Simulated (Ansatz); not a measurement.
MgBr₂⁻ was relaxed with r2SCAN-D4 (def2-TZVPD) in Ansatz in these states: charge -1 doublet, charge -1 quartet. The geometries follow in no particular order.

A:

```csv
atom,x (Å),y (Å),z (Å)
Mg1,0.8489,-0.9822,0.7969
Br2,-0.9550,1.0347,0.8367
Br3,0.1061,-0.0525,-1.6336
```

B:

```xyz
3

Mg   -0.164   -0.472   -0.694
Br   -1.871    1.070    0.242
Br    2.035   -0.598    0.453
```

Problem. Judge from the bond lengths which geometry belongs to which state (an estimate).

Solution. A is the charge -1 quartet (Mg1–Br2 2.706 Å, Mg1–Br3 2.706 Å); B is the charge -1 doublet (Mg1–Br2 2.483 Å, Mg1–Br3 2.483 Å).

At r2SCAN-D4/def2-TZVPD the highest occupied level of the charge -1 quartet lies above zero (up to 1.66 eV). It is a level of α spin, whose loss leaves a triplet; that state wasn't run at this geometry and level. The electron is either unbound and held by the finite basis, or the level is raised by self-interaction error. At r2SCAN-D4/def2-TZVPD the highest occupied level of the charge -1 doublet lies above zero (up to 0.25 eV). By energy differences its removal costs 2.01 eV (vertical, to the charge 0 singlet, at r2SCAN-D4/def2-TZVPD); a positive level beside a positive removal energy at the same level points to self-interaction error. At PBE0-D4/def2-TZVPD a doublet lies 4.38 eV below the charge -1 quartet. In the quartet, Br2 and Br3 lie 2.90 Å apart (atoms count from 1), so these atoms are partly bonded to each other. These are the stationary points nearest to one start from a short search; other shapes may lie lower in each state.
